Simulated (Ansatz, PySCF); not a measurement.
CH₂NO, SMILES N=C=[OH+], charge +1. Atoms are numbered in the order given.

```xyz
5

N     -0.0042     1.1881     0.0000
C     -0.0152     0.0477     0.0000
O     -0.1510    -1.1849     0.0000
H      0.0179     2.1970     0.0000
H      0.6627    -1.7340     0.0000
```
Charge +1, spin multiplicity 1.

Coordinates come from a B3LYP-D3(BJ)/def2-TZVP optimisation. The isomer is the one that the SMILES or the coordinates give; other isomers of the formula were not compared.

Two levels are set side by side: PBE-D3(BJ)/def2-TZVP (Ansatz, a program for electronic structure) and B3LYP-D3(BJ)/def2-TZVP (Ansatz). Each level has its own optimised geometry; the coordinates shown are those of the second. Frequencies come from the Hessian of PySCF at each geometry. Differences are taken from unrounded values.

| quantity | B3LYP-D3(BJ) | PBE-D3(BJ) | PBE-D3(BJ) minus B3LYP-D3(BJ) |
|---|---|---|---|
| mean bond length (Å) | 1.093 | 1.101 | 0.008 |
| bond N1–C2 (Å) | 1.140 | 1.152 | 0.011 |
| bond C2–O3 (Å) | 1.240 | 1.246 | 0.006 |
| bond N1–H4 (Å) | 1.009 | 1.016 | 0.006 |
| bond O3–H5 (Å) | 0.982 | 0.990 | 0.008 |
| highest harmonic wavenumber (cm⁻¹) | 3672 | 3611 | -61 |
| mean harmonic wavenumber (cm⁻¹) | 1558 | 1505 | -53 |
| zero-point energy (kcal/mol) | 20.05 | 19.37 | -0.68 |

Exact exchange shortens and stiffens bonds; PBE has none. Differences between two approximate levels are no errors against the true value.
